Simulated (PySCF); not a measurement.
GeOF, SMILES [O]=[Ge][F], multiplicity 2.

Geometry: B3LYP-D3(BJ)/def2-TZVP.

Method: TDA-PBE/def2-SVPD (PySCF).

Vertical excitations. Gas-phase values at a fixed geometry.

Computed excitation energies, oscillator strengths and character:
```csv
state,energy (eV),λ (nm),f,main pairs
root 1,1.43,867,0.006,β HOMO→LUMO 96 %
root 2,1.48,838,0.002,β HOMO−1→LUMO 99 %
root 3,3.93,315,0.022,"α HOMO−2→LUMO 20 %, β HOMO−2→LUMO 67 %, β HOMO−3→LUMO 11 %"
root 4,4.08,304,0.002,"α HOMO→LUMO 34 %, β HOMO−4→LUMO 55 %, β HOMO→LUMO+1 9 %"
root 5,4.15,299,0.006,"α HOMO−2→LUMO 12 %, β HOMO−3→LUMO 82 %"
root 6,4.22,294,0.013,"α HOMO→LUMO 36 %, β HOMO−4→LUMO 44 %, β HOMO→LUMO+1 17 %"
root 7,4.35,285,0.004,"α HOMO−2→LUMO 26 %, β HOMO−1→LUMO+1 56 %, β HOMO−2→LUMO 11 %"
root 8,4.58,271,0.009,"α HOMO−1→LUMO 54 %, α HOMO→LUMO 19 %, β HOMO→LUMO+1 26 %"
root 9,4.96,250,0.016,"α HOMO−1→LUMO 44 %, α HOMO→LUMO 9 %, β HOMO→LUMO+1 46 %"
root 10,6.19,200,0.037,"α HOMO−2→LUMO 26 %, α HOMO→LUMO+2 8 %, α HOMO−1→LUMO+1 8 %, α HOMO→LUMO+1 5 %, β HOMO−1→LUMO+1 27 %, β HOMO→LUMO+2 14 %"
```
Unrestricted roots are not spin-pure.
